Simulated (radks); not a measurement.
Isoelectronic series with 17 electrons, each ion in its NIST ground configuration. Method: scalar-relativistic Kohn-Sham, PBE, spin-polarised, spherical densities, point nucleus; open shells are filled with parallel spins first (spin-orbit coupling, left out, can overturn this in heavy ions); computed with a radial shooting solver on a logarithmic mesh with Libxc functionals. Total energies (hartree) and mean radii <r> (bohr):

| ion | configuration | E (hartree) | 3p down | 3p up | 3s down | 3s up |
|---|---|---|---|---|---|---|
| Cl | [Ne] 3s2 3p5 | -461.44137 | 1.859 | 1.831 | 1.539 | 1.533 |
| Ca3+ | [Ne] 3s2 3p5 | -677.78786 | 1.209 | 1.203 | 1.125 | 1.122 |
| V6+ | [Ne] 3s2 3p5 | -938.33400 | 0.9180 | 0.9152 | 0.8891 | 0.8872 |
| Fe9+ | [Ne] 3s2 3p5 | -1243.30540 | 0.7443 | 0.7427 | 0.7361 | 0.7349 |
| Cu12+ | [Ne] 3s2 3p5 | -1593.06539 | 0.6272 | 0.6261 | 0.6284 | 0.6275 |
| Ge15+ | [Ne] 3s2 3p5 | -1988.06539 | 0.5423 | 0.5416 | 0.5481 | 0.5474 |
| Br18+ | [Ne] 3s2 3p5 | -2428.83363 | 0.4778 | 0.4773 | 0.4859 | 0.4853 |
| Sr21+ | [Ne] 3s2 3p5 | -2915.97349 | 0.4270 | 0.4266 | 0.4360 | 0.4356 |
| Nb24+ | [Ne] 3s2 3p5 | -3450.16542 | 0.3859 | 0.3856 | 0.3952 | 0.3949 |
| Ru27+ | [Ne] 3s2 3p5 | -4032.17083 | 0.3519 | 0.3516 | 0.3611 | 0.3609 |
| Ag30+ | [Ne] 3s2 3p5 | -4662.83736 | 0.3233 | 0.3231 | 0.3322 | 0.3320 |
| Sn33+ | [Ne] 3s2 3p5 | -5343.10545 | 0.2989 | 0.2987 | 0.3073 | 0.3071 |
| I36+ | [Ne] 3s2 3p5 | -6074.01615 | 0.2778 | 0.2777 | 0.2856 | 0.2855 |
| Ba39+ | [Ne] 3s2 3p5 | -6856.7204 | 0.2594 | 0.2593 | 0.2666 | 0.2664 |
| Pr42+ | [Ne] 3s2 3p5 | -7692.4902 | 0.2432 | 0.2431 | 0.2497 | 0.2496 |
